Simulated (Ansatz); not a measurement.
```yaml
crystal:
  periodic: [false, false, false]
  atoms:
    - {symbol: N, position_ang: [-1.574282, 2.404145, -1.817474]}
    - {symbol: Si, position_ang: [0.276223, -0.848044, -1.196696]}
    - {symbol: B, position_ang: [1.440958, -0.952024, 3.123708]}
    - {symbol: F, position_ang: [3.340782, -2.947470, 4.063158]}
    - {symbol: H, position_ang: [-2.225672, 2.957995, -3.861901]}
    - {symbol: H, position_ang: [-3.028634, 3.129408, -0.310838]}
    - {symbol: H, position_ang: [2.900539, -0.930039, -3.158655]}
    - {symbol: H, position_ang: [-1.419414, -3.602563, -1.856275]}
    - {symbol: H, position_ang: [0.484203, 0.686951, 4.977354]}
basis:
  gaussian: {orbitals: "6-31++G**", nuclear_model: gaussian}
hamiltonian: {xc: {name: PBE}}
```

```sh
$ ansatz run in.yaml --threads 2 --pin off --events-out ev --progress --plain --max-ram 4352MiB
```

Shortened log:

```
Functional definition: PBE
1074 factors; their error is unknown
mean field evaluation 1: about -12757.5839 eV, gradient 1.1e2 eV
mean field evaluation 2: about -12197.8089 eV, gradient 2.0e2 eV
mean field evaluation 4: about -12724.0716 eV, gradient 1.4e2 eV
mean field evaluation 8: about -12798.2303 eV, gradient 2.2e1 eV
mean field evaluation 16: about -12801.9975 eV, gradient 1.3e-1 eV
mean field evaluation 64: about -12801.9325 eV, gradient 1.7e0 eV
mean field -12801.99756395 eV, -470.4647329697 hartree, gradient 3.8e-6 eV, S^2 0.000000; 10 other end points of the search recorded, 0 dependent functions left out
reference -12801.99769549 eV, -470.4647378036 hartree; 20, 20 occupied and 90, 90 virtual orbitals, 1074 factors
Total energy: -12801.99769549 eV, -470.4647378036 hartree
```

In this input the geometry is stretched to more than twice its size. The run converged. The result belongs to that input, not to the molecule as meant.
